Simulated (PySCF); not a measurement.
HgCl, SMILES [Cl][Hg] (connectivity only; charge and spin as stated), neutral, multiplicity 2.

The structure is a stationary point at B3LYP-D3(BJ)/def2-TZVPD. The spin state was assumed, not searched. The def2 effective core potentials stand for the cores of Hg; spin–orbit coupling is left out.

The numbers are results of M06-2X/def2-TZVPD run with PySCF, not measurements.

The molecule is in vacuum.

```
Quantity                                                          Result
-----------------------------------------------  -----------------------
total energy                                          -613.58401 hartree
point group                                                          C∞v
α spin, highest occupied and lowest empty level       -8.47 and -0.40 eV
β spin, highest occupied and lowest empty level       -9.63 and -4.01 eV
dipole moment                                                  0.732 e·Å
mean static polarisability                          53.2 bohr³ (7.89 Å³)
polarisability, principal values                  41.2, 41.2, 77.3 bohr³
⟨S²⟩                                             0.761 (pure state 0.75)
```
